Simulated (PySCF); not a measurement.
# Sr: excitation energy

Sr [Kr] 5s2 (1S) → Sr [Kr] 4d2 (3F), as a difference of total energies. Calculation: PySCF 2.14, in def2-TZVPPD with the def2 core potential (28 electrons); scalar relativity through the core potential. Correlated levels: valence: 4s2 4p6 frozen. The calculations carry no spin-orbit coupling.

```tsv
method	excitation energy (eV)
UHF	4.425
MP2 (valence)	4.836
SCS-MP2 (valence)	4.972
CCSD (valence)	4.996
```

Problem. How much does correlation contribute at MP2 (valence)?

Solution. 4.836 − (4.425) = 0.411 eV, measured against UHF.

With two correlated electrons CCSD is exact in that space.
